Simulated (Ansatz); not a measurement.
`[SiH3][S][SbH][SiH3]` + H₂ → `[SiH3][SbH2]` + `[SiH3]S` at 600 K and 1 bar (hydrogenolysis of the Sb–S bond).

Calculated with Ansatz (gas phase, PBE0-D4/def2-TZVP geometries, no zero-point term in ΔE). CCSD(T)/CBS is the MP2 limit (def2-TZVPP, def2-QZVPP) plus CCSD(T) − MP2 in def2-TZVPP, frozen cores. This one scheme is used for every species. def2 core potentials past Kr. For Sb outer-core shells are correlated without core-valence functions, which leaves a few kJ/mol of doubt a bond. Each species was taken in one conformer, which may not be the lowest.

```tsv
species	CCSD(T)/CBS energy (Eh)	H − E (kJ/mol)	S (J/(mol·K))
`[SiH3][S][SbH][SiH3]`	-1220.19310	229.3	527.3
H₂	-1.17544	43.9	150.8
`[SiH3][SbH2]`	-532.08095	144.0	371.2
`[SiH3]S`	-689.27336	126.3	326.2
```

H − E and S are ideal-gas, rigid-rotor, harmonic terms from PBE0-D4/def2-TZVP, for one conformer and one mirror image of each species. The MP2-based limit puts H₂ 0.8 mEh under its directly extrapolated value; such offsets cancel only in part. 1 Eh = 2625.50 kJ/mol, R = 8.31446 J/(mol·K).

Question: By hand: ΔE, ΔH, ΔS and ΔG.

Answer: ΔE = (-532.08095) + (-689.27336) − (-1220.19310) − (-1.17544) = 0.01423 Eh = 37.4 kJ/mol. Δ(H − E) = 144.0 + 126.3 − 229.3 − 43.9 = -2.9, so ΔH = 34.5 kJ/mol. ΔS = 371.2 + 326.2 − 527.3 − 150.8 = 19.3 J/(mol·K). ΔG = 34.5 − 600 × (19.3)/1000 = 22.9 kJ/mol.

Question: By hand: the equilibrium constant, and the temperature at which ΔG would vanish if ΔH and ΔS stayed fixed.

Answer: log₁₀ K = −ΔG/(RT ln 10) = -2.0. ΔG = 0 at ΔH/ΔS = 1788 K, though so small a ΔS makes that figure unsure.

TΔS isn't small against ΔH here. A doubt of 5 kJ/mol in ΔE shifts log₁₀ K by 0.4 here. Other conformers and mirror images would add mixing entropy, several J/(mol·K) or more a flexible species. Modes under 60 cm⁻¹, often nearly free rotors, make the harmonic entropy too high. These are equilibria of isolated gas molecules and say nothing of rates. Largest T1 diagnostic: 0.014 (customary marks: 0.02 for closed shells, 0.045 for open ones).
